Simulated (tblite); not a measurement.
Question: What does the GFN2-xTB structure of InChI=1S/C7H13FSi/c1-3-5-7(6-8)9-4-2/h5,7H,1,4,6,9H2,2H3/t7-/m1/s1 look like in three dimensions?

Answer: 
```xyz
22
C7H13FSi angstrom
C      3.2113    1.3996   -0.3903
C      2.3537    0.4566   -0.6176
C      1.4845   -0.4842   -0.8202
C      0.6198   -1.0833    0.2513
C      0.7537   -2.5978    0.2511
F      0.1754   -3.1416   -0.8735
Si    -1.2134   -0.5811   -0.0305
C     -1.3469    1.3042    0.1559
C     -2.7839    1.7951    0.0379
H      2.9415    2.4423   -0.4563
H      4.2394    1.1884   -0.1396
H      1.3394   -0.8913   -1.8123
H      0.9645   -0.7292    1.2264
H      0.2347   -3.0393    1.1076
H      1.8014   -2.9210    0.2445
H     -2.0263   -1.2650    0.9871
H     -1.6331   -0.9971   -1.3706
H     -0.7389    1.7951   -0.6061
H     -0.9419    1.6187    1.1194
H     -3.2031    1.5231   -0.9275
H     -2.8371    2.8777    0.1399
H     -3.4051    1.3495    0.8109
```

Any rigid rotation of these coordinates is as good. Atoms count from 1 in this order. The C–C distances run from 1.295 Å (C1=C2, drawn double) to 1.523 Å (C8–C9, drawn single), a spread of 0.228 Å. Si7 (SiH2 silicon) is tetrahedral (angles from 107.7° to 110.8°). The C–Si distances run from 1.899 Å (Si7–C8, drawn single) to 1.921 Å (C4–Si7, drawn single), a spread of 0.022 Å. Of the pairs four or more bonds apart, F6···H12 is among the closest relative to their van der Waals radii: 2.70 Å, 101 % of the sum of Bondi's values.

Bonds between heavy atoms (Å): C1=C2 1.295, C2=C3 1.297, C3–C4 1.502, C4–C5 1.520, C5–F6 1.377, C4–Si7 1.921, Si7–C8 1.899, C8–C9 1.523.

Structure optimised with GFN2-xTB, isolated species.

Point group: C1 (no symmetry element, even within 0.4 Å). Its GFN2-xTB frequencies are all real (lowest 33 cm⁻¹). The numbers are those of one conformer (C2–C3–C4–C5 -127°, C3–C4–C5–F6 -69°, C3–C4–Si7–C8 -64°, C4–Si7–C8–C9 -176°).

All values are computed, not measured.
